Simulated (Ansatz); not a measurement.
C3H7S (SMILES [CH2]SCC) moved off its minimum; all values from Ansatz (a first-principles code), cores frozen in correlated methods. Open shells are unrestricted.
(charge 0, multiplicity 2)
```xyz
11

C      1.5818    -0.3820     0.4382
S      0.5704    -0.0077    -0.8038
C     -0.8890     0.6713     0.1654
C     -1.7173    -0.3580     0.8152
H      2.5671    -0.9498     0.1579
H      1.5110     0.0383     1.4622
H     -0.4941     1.5244     0.7861
H     -1.4950     1.1801    -0.6115
H     -1.0844    -0.8603     1.6008
H     -2.5375     0.1066     1.2822
H     -2.0287    -1.1380     0.1759
```

Problem. Give the forces (eV/Å), the total energy and the dipole at CCSD(T)/aug-cc-pV(D+d)Z.

Solution. 
| atom | Fx | Fy | Fz |
|---|---|---|---|
| C1 | 3.569 | -1.661 | 1.738 |
| S2 | -2.110 | 0.910 | -1.269 |
| C3 | 1.182 | 1.874 | -2.099 |
| C4 | 2.184 | -1.035 | 2.208 |
| H5 | -1.790 | 1.030 | 0.548 |
| H6 | -0.077 | -0.090 | -0.483 |
| H7 | -0.217 | -0.843 | 0.079 |
| H8 | 0.103 | 0.019 | -0.150 |
| H9 | -0.542 | 0.189 | -0.171 |
| H10 | -1.681 | 0.675 | 0.956 |
| H11 | -0.621 | -1.068 | -1.357 |
Energy -515.8232 hartree, dipole 1.60 D.
